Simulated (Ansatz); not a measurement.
Molecule: sum formula SiCl$_{2}$F (charge +1, singlet). 
Geometry from a B3LYP-D3(BJ)/def2-TZVP (Ansatz, a quantum-chemistry and plane-wave program) optimisation:
```xyz
4

Si    -0.2448    -0.1696     0.0150
F     -1.5101    -1.0466     0.0928
Cl    -0.4777     1.7585    -0.0302
Cl     1.4788    -1.0647    -0.0313
```
Charge +1, spin multiplicity 1.

Question: Give the harmonic wavenumbers at B3LYP-D3(BJ)/def2-TZVP (Ansatz, finite differences of forces, unscaled).

Answer: 189, 260, 271, 519, 777, 1053 cm⁻¹. Zero-point energy 4.4 kcal/mol.

Question: From these and the geometry, give the ideal-gas thermochemistry at 298.15 K and 1 atm (rigid rotor, harmonic oscillator).

Answer: Point group C2v, rotational symmetry number 2. Rotational constants 5.425, 2.417, 1.672 GHz. S(trans) 40.21, S(rot) 25.71, S(vib) 6.40, S(elec, spin only) 0.00, S 72.3 cal/(mol K). H(298) - H(0) 3.52 kcal/mol; G - E(el) -13.7 kcal/mol.
